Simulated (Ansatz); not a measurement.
```xyz
4

S     0.1050    1.1384   -0.9205
In   -0.3472   -0.6133    0.7013
Cl    1.2624   -2.3316    0.8339
H    -1.0202    1.8065   -0.6147
```

The species carries charge 0 and has multiplicity 2. In takes the def2 core potential.

Question: List the ωB97M-V/def2-TZVPP orbital energies in eV (Ansatz). (Best estimate.)

Answer: Ansatz gave: α occupied: -2771.37, -2427.12, -261.73, -221.07, -199.22, -199.09, -199.08, -164.18, -164.14, -163.99, -132.07, -88.44, -88.31, -88.24, -25.62, -25.05, -24.81, -24.77, -24.75, -23.96, -22.75, -14.57, -13.46, -11.71, -11.27, -11.17, -10.05, -8.57. α empty: -0.22, 1.07, 1.23, 2.38, 2.51, 3.18, 3.96, 5.10. β occupied: -2771.34, -2427.07, -261.70, -221.02, -199.13, -199.07, -199.05, -164.12, -164.01, -163.96, -132.02, -88.39, -88.25, -88.22, -25.49, -24.92, -24.71, -24.70, -24.64, -23.83, -22.53, -14.23, -13.03, -11.21, -11.16, -10.84, -9.94. β empty: -2.42, -0.08, 1.11, 1.31, 2.48, 2.57, 3.44, 4.33. ⟨S²⟩ = 0.756.
